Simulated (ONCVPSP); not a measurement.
Logarithmic derivatives: titanium (Ti), ONCV

Ti (Z = 22), optimised norm-conserving Vanderbilt (ONCV), made with ONCVPSP 4.0.1 (Wu-Cohen, scalar-relativistic). Core [Ne], reference 3s2 3p6 3d2 4s0.5 (charge +1.5). Waves: 3s+4s: rc 1.45 bohr, ncon 4, nbas 9, qcut 6.9 1/bohr, 3 projectors, debl 2 Ha; 3p: rc 1.10 bohr, ncon 3, nbas 6, qcut 8.8 1/bohr, 1 projector; 3d: rc 1.10 bohr, ncon 5, nbas 10, qcut 16.2 1/bohr, local. Local part: the d channel. Core correction: none.

The phase is arctan(r·R′/R) of the radial function R(r), unwrapped; energies in Ha, scanned from -4 to 5 Ha. A pole is an energy at which the radial function vanishes at the test radius. The pseudo phase is shifted by a multiple of π to meet the all-electron one at the reference energy, and phase errors are pseudo minus all-electron; the curves can meet again beyond the range given. Levels narrower than the energy grid can be missing from the lists of poles.

```tsv
channel	radius (bohr)	reference energy (Ha)	poles, all-electron	poles, pseudo	unbroken range about the reference energy with phases within 0.05 rad	phase error 1 Ha above the reference energy (rad)
s	1.47	-0.49	-1.83	-1.83	the whole range	+0.000
p	1.12	-1.85	1.71	1.52	below 3.5	-0.001
d	1.12	-0.57	2.36	2.44	the whole range	+0.002
```

Phases in the p channel:

| E (Ha) | all-electron | pseudo |
| --- | --- | --- |
| -3.98 | 0.360 | 0.349 |
| -3.50 | 0.014 | 0.004 |
| -3.02 | -0.380 | -0.385 |
| -2.54 | -0.721 | -0.723 |
| -2.06 | -0.968 | -0.968 |
| -1.58 | -1.137 | -1.137 |
| -1.10 | -1.255 | -1.256 |
| -0.62 | -1.341 | -1.343 |
| -0.14 | -1.407 | -1.411 |
| 0.34 | -1.460 | -1.466 |
| 0.82 | -1.504 | -1.512 |
| 1.30 | -1.542 | -1.553 |
| 1.78 | -1.576 | -1.591 |
| 2.26 | -1.607 | -1.628 |
| 2.74 | -1.637 | -1.666 |
| 3.22 | -1.667 | -1.706 |
| 3.70 | -1.697 | -1.753 |
| 4.18 | -1.729 | -1.810 |
| 4.66 | -1.764 | -1.887 |
